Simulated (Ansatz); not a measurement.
`C[SiH](C)[SnH3]`, relaxed with RKS PBE0-D4/def2-TZVP in Ansatz 0.2.0 from a PBE-D4/def2-SVP geometry. The force threshold is 0.005 eV/Å; the program also tests the step.

The species carries charge 0 and has multiplicity 1. Sn: def2 effective core potential.

Start:

```xyz
14

C    -1.778   -0.371   -0.646
Si   -0.332    0.483    0.235
C     0.698    1.505   -0.986
Sn    1.167   -1.293    1.375
H    -2.399   -0.949    0.069
H    -2.430    0.380   -1.139
H    -1.409   -1.070   -1.424
H    -0.874    1.394    1.311
H     1.129    0.858   -1.777
H     1.532    2.024   -0.473
H     0.065    2.273   -1.477
H     2.526   -0.592    2.188
H     1.803   -2.403    0.202
H     0.302   -2.240    2.541
```

Q: By how much does the energy fall, and how many steps does the optimiser take? (Best estimate.)

A: The calculation gave: 4.74 kJ/mol, in 6 steps, 1 of them rejected.

Q: Which bonds change most? (Estimate.)

A: The calculation gave: Sn4–H13 from 1.736 to 1.713 Å; Sn4–H12 from 1.733 to 1.711 Å; Sn4–H14 from 1.733 to 1.711 Å; Si2–Sn4 from 2.589 to 2.567 Å.

Q: Give the relaxed structure. (Best estimate.)

A: Ansatz gave: 
```xyz
14

C    -1.764   -0.364   -0.642
Si   -0.325    0.471    0.226
C     0.689    1.490   -0.980
Sn    1.161   -1.287    1.362
H    -2.371   -0.937    0.062
H    -2.408    0.381   -1.117
H    -1.408   -1.047   -1.417
H    -0.854    1.367    1.296
H     1.112    0.859   -1.765
H     1.512    1.997   -0.474
H     0.064    2.250   -1.457
H     2.491   -0.579    2.173
H     1.803   -2.389    0.218
H     0.298   -2.213    2.515
```
